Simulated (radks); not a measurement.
Question: These are the eigenvalues of the occupied orbitals of an atom or ion with whole-number occupations (eV). Method: scalar-relativistic Kohn-Sham, r2SCAN, spin-polarised, spherical densities, finite nucleus; meta-GGA in the generalised Kohn-Sham scheme; Fermi nuclear charge, rms radius of each element as measured or else 0.836 A^(1/3) + 0.57 fm; computed with a radial shooting solver on a logarithmic mesh with Libxc functionals.

| orbital | eigenvalue |
|---|---|
| 1s up | -4052.864 |
| 1s down | -4051.292 |
| 2s up | -502.3971 |
| 2s down | -501.6136 |
| 2p up | -421.2366 |
| 2p down | -419.5663 |
| 3s up | -121.0053 |
| 3s down | -113.0772 |
| 3p up | -99.3289 |

Which element is it, and in what charge state? The configuration may be excited. Open shells, if any, are filled with parallel spins first.

Answer: Z = 20, calcium, charge +5: Ca5+ in [Ne] 3s2 3p3. The list shows which subshells hold electrons but not how many an open one holds; the 1s level, -148.94 hartree, gives Z - s = 17.3 by -(Z - s)^2/2, which with screening and relativity narrows Z to a few neighbours, and the depths of the outer levels then fix element, charge and occupations together.
